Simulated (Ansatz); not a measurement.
C2H6O2Si2 can be A, `O[SiH2]C#C[SiH2]O`, or B, `O=C1C[SiH]1[SiH2]O`.

Calculated with Ansatz (gas phase, PBE0-D4/def2-TZVP geometries, no zero-point term in ΔE). CBS: MP2 limit from def2 TZ/QZ plus the TZ coupled-cluster correction, frozen cores. DFT in def2-TZVPP. B3LYP here is the variant with VWN-RPA as its local correlation; programs differ in this. Each species was taken in one conformer, which may not be the lowest.

Which is lower in electronic energy at CCSD(T)/CBS, and by how much? (An estimate is asked.)

Computed: A, by 55.7 kcal/mol.

Give E(B) − E(A) in kcal/mol with PBE0-D4, ωB97M-V, B3LYP-D4, B3LYP, PBE-D4, r2SCAN-D4, HF/def2-TZVPP. (Best estimate.)

Ansatz gave: PBE0-D4 41.3, ωB97M-V 51.5, B3LYP-D4 50.1, B3LYP 51.0, PBE-D4 36.2, r2SCAN-D4 45.3, HF/def2-TZVPP 66.4. None reverses the order clearly.

Largest T1 diagnostic: 0.017.

The D4 term adds −0.9 kcal/mol with B3LYP and −0.5 kcal/mol with PBE0; it sums over pairs of atoms, weighted by their polarisabilities, and B3LYP, whose exchange is more repulsive, gets the larger term. In def2-TZVPP, CCSD(T) changes the Hartree–Fock value by −12.0 kcal/mol (the triples alone add −2.1 kcal/mol) and MP2 by −7.2 kcal/mol.
